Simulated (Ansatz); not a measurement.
`CNC[SeH]` + `[AlH2][NH][SiH3]` → `[SiH3][NH][AlH][SeH]` + `CNC`  (formal exchange of groups at the Se–C bond)

Isolated molecules relaxed with PBE0-D4/def2-TZVP in Ansatz; ΔE leaves out vibrations. CCSD(T)/CBS adds triple-zeta CCSD(T) − MP2 to the extrapolated MP2 energy (def2 sets, frozen cores). DFT in def2-TZVPP. B3LYP here is the variant with VWN-RPA as its local correlation; programs differ in this. For Se outer-core shells are correlated without core-valence functions, which leaves a few kJ/mol of doubt a bond. Scalar relativity is left out up to krypton. One conformer a species, not always the lowest.

Is it downhill or uphill in electronic energy at CCSD(T)/CBS, and by how much? (Best estimate.)

The calculation gave: Downhill: ΔE = -1.77 eV.

What do these levels give: r2SCAN-D4, ωB97X-V, r2SCAN, PBE0, B3LYP, HF/def2-TZVPP, MP2/def2-TZVPP, SCS-MP2/def2-TZVPP, CCSD(T)/def2-TZVPP, MP2/def2-QZVPP, HF/CBS(def2), MP2/CBS(def2)? (An estimate is asked.)

The calculation gave: r2SCAN-D4 -1.79, ωB97X-V -1.72, r2SCAN -1.79, PBE0 -1.76, B3LYP -1.71, HF/def2-TZVPP -1.80, MP2/def2-TZVPP -1.75, SCS-MP2/def2-TZVPP -1.71, CCSD(T)/def2-TZVPP -1.72, MP2/def2-QZVPP -1.78, HF/CBS(def2) -1.79, MP2/CBS(def2) -1.80 eV.

Largest T1 diagnostic among the species: 0.011.

In def2-TZVPP, CCSD(T) changes the Hartree–Fock value by +0.08 eV (the triples alone add +0.01 eV) and MP2 by +0.05 eV. From PBE to PBE0 (25 % exact exchange), in def2-TZVPP and without D4, ΔE moves by −0.06 eV.
